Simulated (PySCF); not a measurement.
Species: C7H5F2 (charge -1).
Geometry (GFN2-xTB, Å), atoms numbered from 1 in this order:
```
atom  x, y, z in Å
C1     2.4834   -0.2044   -0.6850
C2     1.4115    0.5853   -0.5444
C3     0.1148    0.2119   -0.0816
C4    -0.3521   -1.0618    0.3352
C5    -1.6707   -0.9139    0.6893
F6    -2.4884   -1.9291    1.1526
C7    -2.0964    0.4109    0.5229
C8    -0.9840    1.0778    0.0499
F9    -0.9596    2.4254   -0.2534
H10    2.4537   -1.2545   -0.4451
H11    3.4281    0.1751   -1.0459
H12    1.5119    1.6366   -0.8051
H13    0.2211   -1.9705    0.3669
H14   -3.0740    0.8107    0.7215
```

NICS = −σ at a ghost point: NICS(0) at the centroid of the ring atoms, NICS(1) 1 Å to either side along the normal of their mean plane, zz for the tensor component along that normal. Level: GIAO PBE0/pcSseg-1 (PySCF, non-relativistic, gas phase) on the GFN2-xTB geometry, one conformer.

Ring bond lengths (Å), with Mayer bond orders in brackets: C3–C4 1.419 (1.21), C4–C5 1.373 (1.53), C5–C7 1.401 (1.31), C7–C8 1.381 (1.42), C8–C3 1.405 (1.34).

Q: What do the NICS probes read (ppm)?

A: 
```json
{"ring": "C3–C4–C5–C7–C8", "type": "5-membered carbocycle; formal bonds all aromatic", "NICS(0)": "-16.1", "NICS(1), two faces": "-9.7 / -9.7", "NICS(1)zz, two faces": "-22.0 / -22.0", "rms pucker (Å)": "0.00", "centre to ring atoms, mean (Å)": "1.19"}
```

Q: What can be read from them?

A: 
- C3–C4–C5–C7–C8: mean NICS(1)zz -22.0 ppm, shielded, aromatic by this magnetic criterion (flat ring, no four-coordinate atom). NICS(0) lies 6 ppm below the mean NICS(1).

Q: What does the geometric index give? HOMA = 1 − mean of α(R − Ropt)² over the ring bonds, with Krygowski's 1993 parameters (CC: Ropt 1.388 Å, α 257.7 Å⁻²).

A: 
- C3–C4–C5–C7–C8: HOMA 0.91 = 1 − EN − GEO, with mean bond length 1.396 Å, EN = α(Ropt − mean)² = 0.016 and GEO = α × variance = 0.072. The geometric and the magnetic index point the same way.

Q: What field does 1 T along the ring normal induce along that normal at the first NICS(1) probe listed for ring C3–C4–C5–C7–C8, 1 Å off the ring?

A: NICSzz × B0 = -22.0 ppm × 1 T = -22 μT, against the applied field.

Q: List the ring angles and the Hirshfeld charges of the ring atoms.

A: 
- C3–C4–C5–C7–C8: C3 105.6° (-0.106 e), C4 107.2° (-0.170 e), C5 111.3° (-0.005 e), C7 104.6° (-0.193 e), C8 111.4° (+0.002 e); sum 540.0° against 540° for a flat convex ring.

Q: What are the shieldings of the ring atoms and their hydrogens in the same run (means over atoms taken as equivalent)?

A: 
| atoms | environment | σ isotropic (ppm) | principal values of the symmetric part, first atom (ppm) |
| --- | --- | --- | --- |
| C3 | substituted aromatic carbon | 87.3 | 38.5, 72.5, 150.8 |
| C4 | aromatic CH carbon | 110.4 | 58.4, 110.9, 161.7 |
| C5 | aromatic C–F carbon | 29.9 | -16.6, 43.6, 62.6 |
| C7 | aromatic CH carbon | 111.2 | 77.1, 104.9, 151.7 |
| C8 | aromatic C–F carbon | 31.8 | -10.8, 42.1, 64.1 |
| H13 | aromatic hydrogen | 26.55 | 23.1, 26.9, 29.7 |
| H14 | aromatic hydrogen | 27.01 | 24.6, 27.0, 29.4 |
